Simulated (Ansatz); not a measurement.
`[CH3][Nb]([NH2])(=[O])[F]`. The species carries charge 0 and has multiplicity 1. Nb takes the def2 core potential.

```xyz
10

C     0.979    1.065   -0.611
Nb    0.236   -0.626    0.500
N    -1.698   -0.672    0.201
O     0.875   -1.984   -0.279
F     0.775   -0.442    2.295
H     2.066    1.118   -0.478
H     0.538    2.001   -0.255
H     0.776    0.965   -1.680
H    -2.362   -0.058    0.655
H    -2.185   -1.366   -0.347
```

(1) List the harmonic frequencies (cm⁻¹, unscaled) at PBE0-D4/def2-TZVP in Ansatz. (An estimate is asked.)

(2) Is this a minimum?

(3) Give the ideal-gas thermochemistry at 298.15 K and 1 bar (rigid rotor, harmonic oscillator; point group C1, symmetry number 1).

(4) Rotational constants (cm⁻¹)?

## Answers

(1) Computed: 116, 154, 165, 175, 210, 243, 395, 518, 534, 563, 588, 615, 684, 719, 1048, 1190, 1415, 1421, 1543, 3027, 3111, 3135, 3563, 3664.

(2) Yes, all 24 modes are real.

(3) Zero-point energy 172.2 kJ/mol; H(298) − E = 195.6 kJ/mol; entropy 363.7 J/(mol·K), of which translation 172.1, rotation 112.7, vibration 78.9; G(298) − E = 87.2 kJ/mol.

(4) 0.1049, 0.1007, 0.08857.
